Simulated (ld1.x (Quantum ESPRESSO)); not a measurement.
# niobium (Nb): excitation energies, all-electron against TM

```json
{"Element": "niobium", "Generator": "ld1.x (Quantum ESPRESSO) 7.5", "Type": "norm-conserving Troullier–Martins (Kleinman–Bylander form)", "Functional": "LDA (PZ)", "Relativity": "scalar-relativistic", "Frozen core": "[Kr]", "Valence charge": "5", "Reference configuration": "4d4 5s1 5p0", "Partial waves": "5p (bound, empty): rc 2.90 bohr; 4d (bound): rc 1.60 bohr; 4f channel at 0.15 Ry: rc 2.70 bohr; 5s (bound): rc 2.95 bohr", "Local potential": "the s channel", "Core correction": "none"}
```

Energies are relative to the spin-unpolarised reference configuration 4d4 5s1 5p0; without spin polarisation the order of configurations can differ from experiment. Spin-polarised rows fill each open shell by Hund’s rule, majority spin first.

```tsv
valence configuration	charge	ΔE all-electron (eV)	error AE − PS (meV)
4d4 5s0 5p0	+1	6.916	+4.3
4d3 5s0 5p0	+2	21.192	-9.1
4d2 5s0 5p0	+3	46.126	-87
4d4 5s0 5p1	0	3.048	+2.8
4d3 5s1 5p1	0	2.822	-46
4d3 5s2 5p0	0	-0.561	-42
4d4 5s1 5p0 (spin-polarised)	0	-2.609	+2444
4d4 5s0 5p0 (spin-polarised)	+1	4.795	+2510
```

(1) What are ΔE and the potential's error for 4d4.5 5s0.5 5p0?

Levels in the configuration 4d4 5s0 5p0 (spin-polarised):

```csv
level,all-electron (eV),pseudo (eV)
4d up,-10.255,-10.539
```

## Answers

(1) ΔE = 0.584 eV all-electron; the error (AE − PS) is -10 meV.
